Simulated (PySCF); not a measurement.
Can point charges reproduce the dipole moment of `[SiH2](C#CC)OCC=C`?

Coordinates (GFN2-xTB, Å) and charges (e) from the PBE0/pcSseg-1 density (PySCF):

```tsv
atom	x	y	z	Mulliken	IAO	Hirshfeld	ESP-fitted
C1	-3.868	0.847	0.431	-0.1557	-0.3184	-0.1017	-0.4569
C2	-2.722	0.831	-0.221	-0.2419	-0.1306	-0.0412	-0.1891
C3	-1.507	0.074	0.218	+0.1319	-0.0483	+0.0096	+0.3033
O4	-0.975	-0.630	-0.866	-0.6333	-0.6387	-0.2211	-0.4667
Si5	0.326	-1.598	-0.929	+0.8439	+1.0213	+0.4049	+0.6943
C6	1.878	-0.720	-0.429	-0.4560	-0.4112	-0.1911	-0.5289
C7	2.883	-0.138	-0.105	-0.1087	+0.0111	-0.0225	+0.2778
C8	4.093	0.554	0.279	-0.1614	-0.4402	-0.0921	-0.5716
H9	-4.713	1.413	0.080	+0.1192	+0.1545	+0.0478	+0.1947
H10	-4.005	0.303	1.351	+0.1100	+0.1439	+0.0445	+0.1862
H11	-2.596	1.370	-1.150	+0.1128	+0.1534	+0.0477	+0.1604
H12	-0.751	0.780	0.595	+0.1219	+0.1351	+0.0370	+0.0165
H13	-1.758	-0.616	1.033	+0.1063	+0.1252	+0.0406	+0.0351
H14	0.302	-1.920	-2.348	-0.1219	-0.1291	-0.0735	-0.1062
H15	0.187	-2.742	-0.016	-0.1308	-0.1564	-0.0821	-0.1265
H16	4.691	0.776	-0.605	+0.1551	+0.1765	+0.0645	+0.1943
H17	3.847	1.490	0.782	+0.1542	+0.1764	+0.0647	+0.1959
H18	4.680	-0.067	0.956	+0.1543	+0.1757	+0.0640	+0.1875
```

Q: Form Σ q r in debye for every column and set it beside the full dipole.

A: The full density gives (1.48, 1.00, 1.42) D, 2.29 D in size; dipole vectors point from the negative to the positive end.

```
    scheme    μx    μy    μz  size (D)  share of the full size (%)  angle to the full dipole (°)
  Mulliken  2.55  1.44  2.95      4.16                         182                             8
       IAO  1.49  0.02  1.36      2.01                          88                            26
 Hirshfeld  1.08  0.58  0.77      1.45                          63                             8
ESP-fitted  1.47  1.02  1.46      2.31                         101                             1
```

Q: Which set comes closest?

A: Length of the difference vector: ESP-fitted 0.04 D, Hirshfeld 0.87 D, IAO 0.99 D, Mulliken 1.92 D. Closest: ESP-fitted. The schemes that divide the density aren't constrained to reproduce the dipole.

Q: What is left for the Hirshfeld atoms' own dipoles?

A: The Hirshfeld atoms' densities add up to the full density, so μ = Σ q r + Σ (atomic dipoles). The atomic dipoles sum to (1.48, 1.00, 1.42) − (1.08, 0.58, 0.77) = (0.40, 0.42, 0.65) D, 0.87 D in size.

Q: With the origin at the mean of the coordinates, (0.000, 0.000, -0.052) Å, which are the largest single terms, by size, of the IAO dipole along the direction of the full one?

A: C8 -6.57, Si5 -5.08, O4 +4.34, H17 +3.11, H18 +3.07 D; all 18 atoms together +1.82 D. The single terms depend on the origin, their sum doesn't.

Q: Give the size of the full dipole in other units.

A: 2.29 D = 0.899 au = 0.476 e·Å = 7.63 × 10⁻³⁰ C·m.

Isolated species at its GFN2-xTB geometry (one conformer only). GFN2-xTB frequencies show an imaginary mode (23i cm⁻¹), so this geometry is no minimum at that level.

These values come from a run that also computed NMR shieldings. Time: 51 s wall; peak memory 0.84 GiB. Hardware: one thread of an Arm Neoverse N1, shared host with 64 logical CPUs at a one-minute load of 46.

The values belong to the conformer `[CH2:1]=[CH:2][CH2:3][O:4][SiH2:5][C:6]#[C:7][CH3:8]`: C1–C2–C3–O4 133°, C2–C3–O4–Si5 180°, C3–O4–Si5–C6 -59°.
